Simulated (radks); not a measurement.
The nuclear charge of neutral samarium is varied continuously with 62 electrons held in [Xe] 4f6 6s2. Calculated with a radial shooting solver on a logarithmic mesh with Libxc functionals: Dirac Kohn-Sham, PBE, spin-unpolarised, spherical densities, point nucleus; open shells are shared between the two j in proportion to 2j + 1. By the Hellmann-Feynman theorem dE/dZ = E(electron-nucleus)/Z, the electronic potential at the nucleus.

| Z | E (hartree) | E(electron-nucleus)/Z (hartree) | HOMO | e(HOMO) (eV) | <r> HOMO (bohr) |
|---|---|---|---|---|---|
| 61.8 | -10352.2223 | -410.433 | 4f7/2 | -0.035 | 1.086 |
| 62 | -10434.5059 | -412.402 | 4f7/2 | -2.233 | 1.031 |
| 62.2 | -10517.1827 | -414.365 | 4f7/2 | -4.728 | 0.9924 |
| 62.4 | -10600.2518 | -416.326 | 6s1/2 | -5.961 | 3.978 |
| 62.6 | -10683.7129 | -418.286 | 6s1/2 | -7.265 | 3.835 |
| 62.8 | -10767.5660 | -420.245 | 6s1/2 | -8.636 | 3.708 |
| 63 | -10851.8109 | -422.204 | 6s1/2 | -10.072 | 3.593 |

The central difference of E at Z = 62 is -412.401 hartree, to compare with the third column; the second derivative is -9.83 hartree.
